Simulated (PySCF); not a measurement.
Vertical excitations of a molecule C6H6 from TDDFT-PBE/def2-SVPD run with PySCF 2.14.0, as energy in eV (oscillator strength): 5.38 (0.002), 5.63 (0.011), 5.71 (0.000), 5.80 (0.001), 5.86 (0.054), 6.16 (0.018), 6.28 (0.026), 6.45 (0.003), 6.50 (0.009), 6.64 (0.008). Lowest triplet (TDA): 4.54 eV. Coordinates come from a ωB97X-D3(BJ)/def2-SVP optimisation. Other conformers were not sampled.

### Question
Identify the compound among the candidates.
A) C#CCC=C=C
B) C=C=CC#CC
C) C#CC(=C)C=C
D) C=CC#CC=C

### Answer
A, C#CCC=C=C
